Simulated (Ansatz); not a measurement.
A structure drawn as `C[NH][SnH]([Cl])[Cl]`, with this starting geometry:

Cartesian coordinates in Å:
```
C 0.5163 0.4407 -1.2859
N -0.3992 -0.5206 -0.7884
Sn -0.3173 -0.5529 1.2884
Cl 1.7877 -1.1423 2.0053
Cl -0.9655 1.5134 2.1496
H 1.5523 0.2463 -0.9428
H 0.2348 1.4778 -0.8417
H 0.4564 0.5303 -2.3459
H -1.4010 -0.2002 -1.0792
H -1.4647 -1.7926 1.8407
```

Charge 0, multiplicity 1. Sn: def2 effective core potential.

Problem. Does it keep its bonds when Ansatz relaxes it at PBE-D4/def2-SVP and then PBE0-D4/def2-TZVP?

Solution. Yes, every drawn bond is still there and no new one forms.

Problem. Give the relaxed structure. (Estimate.)

Solution. The calculation gave: 
Z-matrix (Å, degrees):
```
C
N 1 1.456
H 1 1.094 2 109.5
H 1 1.092 2 109.5 3 -117.2
H 1 1.097 2 114.3 3 121.6
Sn 2 1.996 1 119.3 3 166.5
H 2 1.012 1 111.7 3 -59.6
Cl 6 2.332 2 111.8 1 58.4
Cl 6 2.312 2 105.1 1 -54.9
H 6 1.694 2 114.1 1 -177.2
```
All modes are real.

Atoms count as bonded under 1.1 times the sum of their covalent radii (H–H under 0.85 Å, pairs among N, O and F under 1.55 Å), and a drawn bond as lost past 1.3 times.
